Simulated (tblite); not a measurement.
Species: C₃H₁₃NSi₂.
Atom-mapped SMILES: `[CH3:1][NH:2][SiH2:3][CH2:4][CH2:5][SiH3:6]` (hydrogens: H7, H8, H9 on C1; H10 on N2; H11, H12 on Si3; H13, H14 on C4; H15, H16 on C5; H17, H18, H19 on Si6)

Computed with GFN2-xTB (tblite), gas phase: Langevin dynamics at 600 K from the optimised GFN2-xTB geometry, time step 0.5 fs, friction 0.01 fs⁻¹, 2000 steps.

Start geometry:
```
atom  x, y, z in Å
C1     -3.567   -0.625    0.250
N2     -2.164   -0.722   -0.062
Si3    -1.015    0.415    0.517
C4      0.679   -0.141   -0.128
C5      1.810    0.669    0.500
Si6     3.527    0.139   -0.118
H7     -4.033   -1.613    0.217
H8     -3.672   -0.223    1.254
H9     -4.107    0.035   -0.439
H10    -2.014   -1.145   -0.966
H11    -1.247    1.817    0.112
H12    -1.088    0.347    1.982
H13     0.729   -0.037   -1.214
H14     0.834   -1.199    0.087
H15     1.760    0.568    1.586
H16     1.651    1.729    0.291
H17     3.615    0.358   -1.564
H18     4.564    0.923    0.557
H19     3.730   -1.286    0.160
```

The statistics below take the 31 frames saved every 25 fs from 250 to 1000 fs; their kinetic temperature (all 3N coordinates) averages 601 K.

Question: Give the mean, spread and extremes of the bond lengths.

Answer: 
```csv
bond,start (Å),mean (Å),standard deviation (Å),shortest (Å),longest (Å)
C1–N2,1.441,1.449,0.042,1.371,1.525
N2–Si3,1.717,1.727,0.039,1.630,1.792
Si3–C4,1.896,1.916,0.051,1.820,2.043
C4–C5,1.527,1.547,0.043,1.475,1.642
C5–Si6,1.900,1.923,0.061,1.804,2.041
C1–H7,1.092,1.104,0.040,1.032,1.191
C1–H8,1.087,1.096,0.029,1.045,1.143
C1–H9,1.096,1.102,0.025,1.062,1.150
N2–H10,1.009,1.008,0.022,0.955,1.051
Si3–H11,1.477,1.475,0.040,1.411,1.579
Si3–H12,1.468,1.489,0.069,1.373,1.657
C4–H13,1.092,1.101,0.029,1.041,1.157
C4–H14,1.091,1.100,0.046,0.985,1.207
C5–H15,1.092,1.103,0.053,0.998,1.255
C5–H16,1.092,1.101,0.032,1.037,1.167
Si6–H17,1.466,1.488,0.057,1.398,1.643
Si6–H18,1.465,1.492,0.053,1.411,1.611
Si6–H19,1.465,1.481,0.048,1.401,1.586
```

Question: Give the same statistics for bond angles, one of each kind among heavy atoms.

Answer: 
| angle | start (°) | mean (°) | standard deviation (°) | smallest (°) | largest (°) |
| --- | --- | --- | --- | --- | --- |
| C1–N2–Si3 | 122.3 | 122.8 | 4.9 | 112.1 | 134.4 |
| N2–Si3–C4 | 106.8 | 110.2 | 6.8 | 98.3 | 122.6 |
| Si3–C4–C5 | 111.5 | 116.1 | 8.4 | 102.3 | 133.9 |
| C4–C5–Si6 | 112.8 | 111.9 | 6.9 | 100.9 | 126.6 |

Question: Follow the torsions C1–N2–Si3–C4, N2–Si3–C4–C5 and Si3–C4–C5–Si6 through every second one of these frames.

Answer: 
```
t (fs)  C1–N2–Si3–C4 (°)  N2–Si3–C4–C5 (°)  Si3–C4–C5–Si6 (°)
   250              -175              -104                171
   300              -158              -110               -159
   350              -136              -112               -152
   400              -127               -94               -151
   450              -154               -85               -168
   500               174               -88               -158
   550               159               -84               -160
   600               134               -86               -167
   650                86               -70               -167
   700                61               -74               -161
   750                67               -76               -157
   800                63               -80               -174
   850                71               -86               -164
   900                61               -58               -166
   950                69               -37               -154
  1000                84               -35               -157
```

Largest departure from the start value over all these frames: C1–N2–Si3–C4 124° (start 179°), N2–Si3–C4–C5 136° (start -171°), Si3–C4–C5–Si6 31° (start 180°).

Question: How widely does the potential energy scatter, against a harmonic estimate?

Answer: Mean 1.40 eV above the start, standard deviation 0.236 eV, range 1.02 to 2.09 eV. For 51 classical harmonic modes at 600 K the canonical values are 51kT/2 = 1.32 eV and kT·√(51/2) = 0.261 eV.

The run is classical and short, so these are rough statistics of one trajectory.

The cost below is that of the whole dynamics run. Hardware: Arm Neoverse N1, one thread, shared host. Cost: 25 s wall, 0.18 GiB resident at most.
